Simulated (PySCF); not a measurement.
C₂H₁₃NOSi₃.
Bonds: C1–N2, N2–Si3, Si3–C4, C4–Si5, Si5–O6, O6–Si7. Hydrogens: H8, H9, H10 on C1; H11 on N2; H12, H13 on Si3; H14, H15 on C4; H16, H17 on Si5; H18, H19, H20 on Si7.

Computed with TDDFT CAM-B3LYP/def2-SVPD, vertical, gas phase, core orbitals frozen in the response (PySCF 2.14.0, density-fitted response routines). Isolated species at its PBE0-D3(BJ)/def2-SVP geometry (one conformer only). Torsions of this conformer, `[CH3:1][NH:2][SiH2:3][CH2:4][SiH2:5][O:6][SiH3:7]`: C1–N2–Si3–C4 -67°, N2–Si3–C4–Si5 -39°, Si3–C4–Si5–O6 -168°, C4–Si5–O6–Si7 94°.

Each state is given a Gaussian of 0.25 eV full width at half maximum, with ε(max) = 2.175×10⁸ f / Δν̃ (Δν̃ the width in cm⁻¹). The width is an assumption, not a result. The curve ends short of the highest state used, and states not computed would add to its high-energy end.

```csv
λ (nm),ε (L mol⁻¹ cm⁻¹)
180.9,55
181.8,88
182.7,146
183.6,224
184.6,324
185.5,407
186.4,465
187.3,484
188.3,456
189.2,395
190.1,314
191.1,221
192.0,148
192.9,92
193.8,53
194.8,27
195.7,14
196.6,9
197.6,10
198.5,15
199.4,26
200.3,44
201.3,72
202.2,105
203.1,142
204.0,180
205.0,217
205.9,240
206.8,250
207.8,243
208.7,223
209.6,193
210.5,158
211.5,119
212.4,87
213.3,60
214.3,38
215.2,24
216.1,14
217.0,8
218.0,4
218.9,2
219.8,1
220.7,1
```

**Question.** Where are the band maxima, and which computed states make them?

**Answer.** 207 nm (5.99 eV), ε about 250, made up of S1 (100%); 187 nm (6.62 eV), ε about 480, made up of S2 (100%) (ε in L mol⁻¹ cm⁻¹; maxima over ε = 5, shares over 10%). The states used: S1 5.99 eV (f 0.0023); S2 6.62 eV (f 0.0045); S3 7.19 eV (f 0.018); S4 7.33 eV (f 0.020); S5 7.36 eV (f 0.0038); S6 7.46 eV (f 0.028).

**Question.** On this curve, what absorbance would a 10⁻³ mol/L sample give at 193 nm over a 1 cm path?

**Answer.** 193 nm is 6.424 eV, where ε is about 87 L mol⁻¹ cm⁻¹, so A = ε c l ≈ 0.087 (Beer–Lambert, with the gas-phase spectrum and the assumed width).

**Question.** Coming from long wavelengths, where does ε first pass 100 L mol⁻¹ cm⁻¹?

**Answer.** At about 212 nm (5.85 eV), 0.14 eV below S1.

**Question.** What would ε be at 6.62 eV, the highest of these maxima, with half the width (0.125 eV)?

**Answer.** About 968 L mol⁻¹ cm⁻¹ against 484, a factor of about 2.00; a lone state at its own centre would give exactly 2.
